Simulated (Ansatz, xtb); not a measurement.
Isomers of C4H4F2Si in order of energy

4 gas-phase structures of C4H4F2Si, from a drawn sample of its isomers (lower ones may exist). Each was relaxed with GFN2-xTB:

A. `FC1=C[Si@@H](F)C=C1`, a singlet
B. `FC1=C[SiH2]C(F)=C1`, a singlet
C. `F[Si]1(F)C=CC=C1`, a singlet
D. `FC1=CC=C[Si@@H]1F`, a singlet

Make a reasoned guess at their ranking by r2SCAN-D4/def2-SVP//GFN2-xTB single-point energy.

Calculated order at r2SCAN-D4/def2-SVP//GFN2-xTB: C (0.0), A (42.0), D (50.2), B (86.9) kcal/mol.

Energies above the lowest of each column, in kcal/mol; the last columns are at r2SCAN-D4/def2-SVP geometries and were run for some of them only (a dash: not run or not comparable):

```
structure  GFN2-xTB  HF/STO-3G  r2SCAN-D4/def2-SVP//GFN2-xTB  r2SCAN-D4/def2-SVP  CCSD(T)/def2-SVP + ΔMP2/def2-TZVPP
        C       0.0        0.0                           0.0                 0.0                                 0.0
        A      29.5       13.9                          42.0                42.7                                50.1
        D      32.7       17.0                          50.2                50.8                                58.2
        B      65.6       26.4                          86.9                   –                                   –
```

Every level run on C puts it lowest or level with the lowest. Frequencies (GFN2-xTB) were run for A, C, D alone. The ΔMP2 step shifts differences by up to 4.8 kcal/mol, which makes them less sure. ΔMP2 is the change of the MP2 energy from the smaller to the larger basis.

Over these structures GFN2-xTB departs from r2SCAN-D4/def2-SVP//GFN2-xTB by 6.6 kcal/mol on average once a common shift is removed. A GFN2-xTB relaxation took about 0.07 s and the r2SCAN-D4/def2-SVP//GFN2-xTB energy about 2.6 s on a shared host (Ansatz 0.2.0, xtb 6.7.1).
